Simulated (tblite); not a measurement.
Compound: C5H3ClOP2.
Z-matrix (Å and degrees, GFN2-xTB geometry), rows numbered from 1:
```
O 
C   1  1.2044
C   2  1.4664  1  125.61
C   3  1.3938  2  117.53  1    -0.08
C   4  1.3736  3  126.69  2   180.00
Cl  5  1.7394  4  117.68  3   179.93
P   5  1.7528  4  128.79  3    -0.07
C   7  1.7283  5  101.62  4     0.08
P   8  1.7292  7  133.07  5    -0.01
H   2  1.1100  1  121.34  3  -179.99
H   4  1.0852  3  115.10  2    -0.01
H   8  1.0870  7  113.33  5   179.97
```

Level: GFN2-xTB in tblite, geometry and Hessian alike; calculated harmonic values, unscaled, isolated species. Errors from tens to a few hundred cm⁻¹ against measured bands are possible. One conformer, not necessarily the lowest.

Harmonic wavenumbers (cm⁻¹): 65.9, 130.6, 141.0, 163.4, 244.3, 251.5, 268.2, 378.9, 396.8, 439.0, 470.7, 544.8, 683.3, 767.5, 769.9, 821.6, 870.0, 874.3, 920.8, 991.4, 1117.3, 1216.6, 1264.3, 1340.4, 1396.7, 1459.3, 1733.7, 2733.2, 2999.0, 3028.2.

A = 1366, B = 827.0, C = 515.1 MHz; mass 175.935 u (most abundant isotopes); point group Cs, symmetry number 1.

Q: What is the zero-point energy?

A: ½Σν̃ = 14241 cm⁻¹ = 170.36 kJ/mol.

Q: Give the ideal-gas entropy at 500 K and 1 bar in the rigid-rotor, harmonic-oscillator model (classical rotation).

A: Translation 184.08, rotation 134.86, vibration 165.69: S = 484.6 J/(mol K).

Q: And Cp and H(500 K) − H(0)?

A: Cp = 187.54 J/(mol K), of which vibrations give 154.28 (their classical limit is 30 R = 249.4); H(500 K) − H(0) = 59.71 kJ/mol without the zero-point energy, 43.08 from vibrations.

Q: How do the functions run with temperature in this model?

A: 
| T (K) | S (J/(mol K)) | Cp (J/(mol K)) | H − H(0) (kJ/mol) | G − H(0) (kJ/mol) | ln q(vib) |
| --- | --- | --- | --- | --- | --- |
| 150 | 321.7 | 91.1 | 8.93 | -39.32 | 1.99 |
| 250 | 376.5 | 125.6 | 19.81 | -74.32 | 4.17 |
| 298.15 | 399.9 | 140.4 | 26.21 | -93.02 | 5.23 |
| 400 | 445.0 | 167.1 | 41.93 | -136.09 | 7.45 |
| 600 | 520.3 | 203.3 | 79.28 | -232.88 | 11.59 |
| 900 | 609.0 | 233.2 | 145.24 | -402.87 | 17.13 |

q(vib) and H(0) count from the zero-point level.

Q: Which modes carry the vibrational entropy at 500 K?

A: 65.9 cm⁻¹: 22.15; 130.6 cm⁻¹: 16.50; 141.0 cm⁻¹: 15.87; 163.4 cm⁻¹: 14.66; 244.3 cm⁻¹: 11.41; 251.5 cm⁻¹: 11.18 J/(mol K); the other 24 give 73.90 together.

Q: Blend soft modes into free rotors: weight 1/[1 + (100 cm⁻¹/ν̃)⁴] for the oscillator and the rest for a rotor with moment μB/(μ + B), μ = h/(8π²ν), B = 10⁻⁴⁴ kg m². What vibrational entropy results?

A: 158.45 J/(mol K) in place of 165.69, which changes −T·S at 500 K by +3.62 kJ/mol.

Q: What must be added to the electronic energy to get the Gibbs energy at 500 K and 1 bar?

A: ZPE + [H(500 K) − H(0)] − T·S = 170.36 + 59.71 − 242.31 = -12.24 kJ/mol.

Hindered rotation and anharmonicity are outside this model. Other conformers, if any are populated, would add a mixing term that is left out.
